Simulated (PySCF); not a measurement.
# Frontier levels across methods

Compound: C₄H₇B.
SMILES with atom numbers: `[BH2:1][C@@H:2]1[CH2:3][C:4]1=[CH2:5]` (hydrogens: H6, H7 on B1; H8 on C2; H9, H10 on C3; H11, H12 on C5)

Cartesian coordinates in Å at the PBE0-D3(BJ)/def2-SVP level; atoms count from 1:
```
atom  x, y, z in Å
B1    -1.002    1.120    0.690
C2    -0.836   -0.239    0.001
C3     0.258   -1.211    0.488
C4     0.538   -0.289   -0.586
C5     1.362    0.222   -1.486
H6    -1.903    1.869    0.390
H7    -0.177    1.474    1.501
H8    -1.632   -0.664   -0.621
H9     0.116   -2.266    0.230
H10    0.691   -1.035    1.479
H11    1.045    1.022   -2.159
H12    2.384   -0.155   -1.586
```

Basis pcSseg-2 throughout (PySCF), one geometry. One conformer (not necessarily the lowest) at the PBE0-D3(BJ)/def2-SVP geometry, without solvent, vibrations or thermal averaging.

Task: How do the orbital energies, the gap and the dipole change with the method?

Result: 
```csv
method,kind,HOMO (eV),LUMO (eV),gap (eV),μ (D),SCF cycles
BLYP,GGA,-6.40,-2.04,4.36,1.23,16
B97-D,GGA,-6.48,-1.99,4.49,1.21,14
OPBE,GGA,-6.53,-2.03,4.50,1.24,15
KT3,GGA,-6.54,-2.10,4.45,1.19,14
KT2,GGA,-6.55,-2.17,4.38,1.23,15
PBE,GGA,-6.57,-2.19,4.38,1.26,14
BP86,GGA,-6.65,-2.23,4.41,1.26,14
LDA,LDA,-6.75,-2.46,4.29,1.29,14
B97-2,global hybrid,-7.39,-1.20,6.19,1.13,14
B3LYP,global hybrid,-7.44,-1.44,6.00,1.14,14
PBE0,global hybrid,-7.66,-1.22,6.44,1.14,14
mPW1PW91,global hybrid,-7.67,-1.22,6.46,1.13,14
BHandHLYP,global hybrid,-8.60,-0.22,8.38,1.02,12
CAM-B3LYP,range-separated hybrid,-8.97,-0.17,8.80,1.07,12
wB97X-D,range-separated hybrid,-9.48,0.63,10.11,1.08,13
HF,Hartree–Fock,-10.02,2.03,12.05,0.92,10
LC-wPBE,range-separated hybrid,-10.37,0.99,11.36,1.04,13
```

The HOMO spans 3.97 eV, from BLYP down to LC-wPBE, and the gap runs from 4.29 eV (LDA) to 12.05 eV (HF). Over the methods BLYP (0 %), B97-D (0 %), OPBE (0 %), KT3 (0 %), KT2 (0 %), PBE (0 %), BP86 (0 %), LDA (0 %), B97-2 (21 %), B3LYP (20 %), PBE0 (25 %), mPW1PW91 (25 %), BHandHLYP (50 %), HF (100 %), a straight line through the gap against the share of exact exchange rises by 0.77 eV for each 10 % (correlation coefficient 0.999). The dipole ranges from 0.92 D (HF) to 1.29 D (LDA). This basis has no diffuse functions.
